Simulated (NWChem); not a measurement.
System: SiF$_{2}$, singlet; SMILES F[Si]F

Parts of the log:

```
             Northwest Computational Chemistry Package (NWChem) 7.3.0
             --------------------------------------------------------

 C2V symmetry detected

                             Geometry "geometry" -> ""
                             -------------------------

 Output coordinates in angstroms (scale by  1.889725989 to convert to a.u.)

  No.       Tag          Charge          X              Y              Z
 ---- ---------------- ---------- -------------- -------------- --------------
    1 Si                  14.0000     0.00000000     0.00000000     0.58808363
    2 F                    9.0000     1.24649100     0.00000000    -0.45739838
    3 F                    9.0000    -1.24649100     0.00000000    -0.45739838

 Effective nuclear repulsion energy (a.u.)      99.1614324395

      Symmetry information
      --------------------

 Group name             C2v
 Group number             16
 Group order               4
 No. of unique centers     2

  pbe96 is a nonlocal functional; adding pw91lda local functional.

                                 NWChem DFT Module
                                 -----------------

 Summary of "ao basis" -> "ao basis" (spherical)
 ------------------------------------------------------------------------------
       Tag                 Description            Shells   Functions and Types
 ---------------- ------------------------------  ------  ---------------------
 Si                         def2-svp                 8       18   4s3p1d
 F                          def2-svp                 6       14   3s2p1d

      Symmetry analysis of basis
      --------------------------

        a1         19
        a2          5
        b1         14
        b2          8

            General Information
            -------------------
          SCF calculation type: DFT
          Wavefunction type:  closed shell.
          No. of atoms     :     3
          No. of electrons :    32
           Alpha electrons :    16
            Beta electrons :    16
          Charge           :     0
          Spin multiplicity:     1
          Use of symmetry is: on ; symmetry adaption is: on
          Maximum number of iterations: 150
          AO basis - number of functions:    46
                     number of shells:    20
          Convergence on energy requested:  1.00D-06
          Convergence on density requested:  1.00D-05
          Convergence on gradient requested:  5.00D-04

              XC Information
              --------------
          PerdewBurkeErnzerhof Exchange Functional  1.000
            Perdew 1991 LDA Correlation Functional  1.000 local
           PerdewBurkeErnz. Correlation Functional  1.000 non-local

             Grid Information
             ----------------
          Grid used for XC integration:  medium
          Radial quadrature: Mura-Knowles
          Angular quadrature: Lebedev.
          Tag              B.-S. Rad. Rad. Pts. Rad. Cut. Ang. Pts.
          ---              ---------- --------- --------- ---------
          Si                  1.10       88           6.0       590
          F                   0.50       49           7.0       434
          Grid pruning is: on
          Number of quadrature shells:   137
          Spatial weights used:  Erf1

      Superposition of Atomic Density Guess
      -------------------------------------

 Sum of atomic energies:        -487.32356707

      Non-variational initial energy
      ------------------------------

 Total energy =    -487.479878
 1-e energy   =    -875.983978
 2-e energy   =     289.342669
 HOMO         =      -0.312436
 LUMO         =      -0.019795

      Symmetry analysis of molecular orbitals - initial
      -------------------------------------------------

  Numbering of irreducible representations:

     1 a1          2 a2          3 b1          4 b2

  Orbital symmetries:

     1 a1          2 a1          3 b1          4 a1          5 b1
     6 a1          7 b2          8 a1          9 b1         10 a1
    11 b1         12 a1         13 b2         14 a2         15 b1
    16 a1         17 b2         18 b1         19 a1         20 a1
    21 b2         22 a1         23 b1         24 b2         25 a2
    26 a1

   convergence    iter        energy       DeltaE   RMS-Dens  Diis-err
 ---------------- ----- ----------------- --------- --------- ---------
 d= 0,ls=0.0,diis     1   -488.5755180865 -5.88D+02  3.80D-02  8.09D-01
 d= 0,ls=0.0,diis     2   -488.1618939767  4.14D-01  2.31D-02  5.47D+00
 d= 0,ls=0.0,diis     3   -488.6736745211 -5.12D-01  2.44D-03  7.03D-03
 d= 0,ls=0.0,diis     4   -488.6742524022 -5.78D-04  7.13D-04  9.32D-04
 d= 0,ls=0.0,diis     5   -488.6743357758 -8.34D-05  5.62D-05  3.70D-06
 d= 0,ls=0.0,diis     6   -488.6743361502 -3.74D-07  4.34D-06  1.49D-08

         Total DFT energy =     -488.674336150218
      One electron energy =     -877.048420275013
           Coulomb energy =      330.716180575043
    Exchange-Corr. energy =      -41.503528889786
 Nuclear repulsion energy =       99.161432439539

 Numeric. integr. density =       31.999996147005

                  Occupations of the irreducible representations
                  ----------------------------------------------

                     irrep           alpha         beta
                     --------     --------     --------
                     a1                8.0          8.0
                     a2                1.0          1.0
                     b1                5.0          5.0
                     b2                2.0          2.0

                       DFT Final Molecular Orbital Analysis
                       ------------------------------------

 Vector   14  Occ=2.000000D+00  E=-3.662268D-01  Symmetry=a2
              MO Center= -1.9D-14,  4.2D-16, -4.3D-01, r^2= 2.0D+00
   Bfn.  Coefficient  Atom+Function         Bfn.  Coefficient  Atom+Function
  ----- ------------  ---------------      ----- ------------  ---------------
    23      0.470039  2 F  py                37     -0.470039  3 F  py
    26     -0.326978  2 F  py                40      0.326978  3 F  py
    14     -0.081634  1 Si d -2

 Vector   15  Occ=2.000000D+00  E=-3.487078D-01  Symmetry=b1
              MO Center=  3.8D-14, -1.2D-16, -4.1D-01, r^2= 2.1D+00
   Bfn.  Coefficient  Atom+Function         Bfn.  Coefficient  Atom+Function
  ----- ------------  ---------------      ----- ------------  ---------------
    22      0.396963  2 F  px                36      0.396963  3 F  px
    24      0.268919  2 F  pz                38     -0.268919  3 F  pz
    25     -0.265772  2 F  px                39     -0.265772  3 F  px
    27     -0.185891  2 F  pz                41      0.185891  3 F  pz
    11     -0.102412  1 Si px                17      0.046033  1 Si d  1

 Vector   16  Occ=2.000000D+00  E=-2.573142D-01  Symmetry=a1
              MO Center=  3.4D-17, -1.5D-15,  7.9D-01, r^2= 2.2D+00
   Bfn.  Coefficient  Atom+Function         Bfn.  Coefficient  Atom+Function
  ----- ------------  ---------------      ----- ------------  ---------------
     3      0.494233  1 Si s                  4      0.459323  1 Si s
     2      0.309814  1 Si s                 10      0.256572  1 Si pz
    24      0.252310  2 F  pz                38      0.252310  3 F  pz
    27     -0.183906  2 F  pz                41     -0.183906  3 F  pz
    13      0.180568  1 Si pz                 7     -0.137670  1 Si pz

 Vector   17  Occ=0.000000D+00  E=-1.056625D-01  Symmetry=b2
              MO Center=  4.9D-16,  1.8D-16,  5.7D-01, r^2= 2.4D+00
   Bfn.  Coefficient  Atom+Function         Bfn.  Coefficient  Atom+Function
  ----- ------------  ---------------      ----- ------------  ---------------
    12      0.672021  1 Si py                 9      0.455156  1 Si py
     6     -0.224459  1 Si py                23      0.220106  2 F  py
    37      0.220106  3 F  py                26     -0.190485  2 F  py
    40     -0.190485  3 F  py                15      0.050802  1 Si d -1

 Vector   18  Occ=0.000000D+00  E=-2.551995D-03  Symmetry=b1
              MO Center=  1.1D-15,  3.0D-16,  8.5D-01, r^2= 2.9D+00
   Bfn.  Coefficient  Atom+Function         Bfn.  Coefficient  Atom+Function
  ----- ------------  ---------------      ----- ------------  ---------------
    11      0.961853  1 Si px                 8      0.319615  1 Si px
    21     -0.314716  2 F  s                 35      0.314716  3 F  s
    24      0.186536  2 F  pz                38     -0.186536  3 F  pz
     5     -0.169440  1 Si px                27     -0.169160  2 F  pz
    41      0.169160  3 F  pz                17     -0.163813  1 Si d  1

 Vector   19  Occ=0.000000D+00  E= 3.510240D-02  Symmetry=a1
              MO Center=  9.3D-15, -1.0D-16,  1.5D-01, r^2= 3.0D+00
   Bfn.  Coefficient  Atom+Function         Bfn.  Coefficient  Atom+Function
  ----- ------------  ---------------      ----- ------------  ---------------
    13      0.958079  1 Si pz                 4     -0.641727  1 Si s
    21      0.414370  2 F  s                 35      0.414370  3 F  s
    10      0.270155  1 Si pz                25     -0.202987  2 F  px
    39      0.202987  3 F  px                22      0.191230  2 F  px
    36     -0.191230  3 F  px                18      0.151392  1 Si d  2

     Multipole analysis of the density
     ---------------------------------

     L   x y z        total         alpha         beta         nuclear
     -   - - -        -----         -----         ----         -------
     0   0 0 0     -0.000000    -16.000000    -16.000000     32.000000

     1   1 0 0      0.000000      0.000000      0.000000      0.000000
     1   0 1 0     -0.000000     -0.000000     -0.000000      0.000000
     1   0 0 1      0.377921      0.188961      0.188961      0.000000

[...]
```

Level: PBE/def2-SVP, vertical spin-unrestricted ions. Low-valent species are run as closed-shell singlets; no triplet was tried in these runs. All runs use the structure optimised with PBE0/def2-SVP.

Task: Which NWChem input produces such a log?

Result: One answer among several that fit: the input that was run:
```
start job
memory heap 200 mb stack 900 mb global 1100 mb
geometry units angstroms noautoz
  Si     0.000000     0.000000     0.580623
  F      1.246491     0.000000    -0.464859
  F     -1.246491     0.000000    -0.464859
end
basis spherical
  * library def2-svp
end
dft
  xc xpbe96 cpbe96
  iterations 150
  vectors input atomic output neutral.movecs
end
task dft energy
charge 1
dft
  odft
  mult 2
  vectors input atomic output cation.movecs
end
task dft energy
```
